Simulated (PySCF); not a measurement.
Consider bromoform, `BrC(Br)Br` (CHBr3). Numbering: `[Br:1][CH:2]([Br:3])[Br:4]`

Level of theory: ωB97X-D3(BJ)/ma-def2-TZVP single points in PySCF, grid level 2; every species was optimised with PBE0-D3(BJ)/ma-def2-SVP. ωB97X-D3(BJ) is ωB97X-V with D3(BJ) in place of VV10. Zero-point and thermal terms (298.15 K, 1 bar) come from unscaled PBE0-D3(BJ)/ma-def2-SVP harmonic frequencies, with soft modes damped to free rotors in the entropy.

Problem. What are the vertical and the adiabatic ionisation energy for forming the radical cation?

Solution. 10.67 eV vertical and 10.55 eV adiabatic, the latter with zero-point energy.

Problem. Where does the unpaired spin of the relaxed radical cation sit?

Solution. Br4 (bromine) 0.34, Br1 (bromine) 0.34, Br3 (bromine) 0.34 (intrinsic atomic orbital populations).

Problem. What oxidation potential follows in DMF (IEF-PCM), given that Fc+/Fc comes at 4.54 V absolute with this functional and basis?

Solution. In the gas phase ΔG of oxidation is 10.517 eV, and solvation is -11.8 kJ/mol for the parent and -229.3 kJ/mol for the product, so the absolute potential is 8.26 V, or 3.72 V against Fc+/Fc. Fc+/Fc in DMF, 4.54 V, is ωB97X-D3(BJ)/ma-def2-TZVP on PBE0-D3(BJ)/def2-SVP structures with GFN2-xTB thermal terms. Benchmark calculations put it near 5.0 V in acetonitrile and DMSO, so it is about 0.5 V low, and the value against it can read up to that much too high. The solvent is electrostatics only, on gas-phase structures; the absolute scale refers to an electron at rest in vacuum.

Problem. How far is −ε(HOMO) from the vertical value by ΔSCF?

Solution. −ε(HOMO) = 10.57 eV, which is 0.10 eV below the ΔSCF value.

Known limits: spin-orbit coupling is left out of the energies, which matters for open shells on the heavier atoms; atoms from Ga to Kr are treated without relativity.
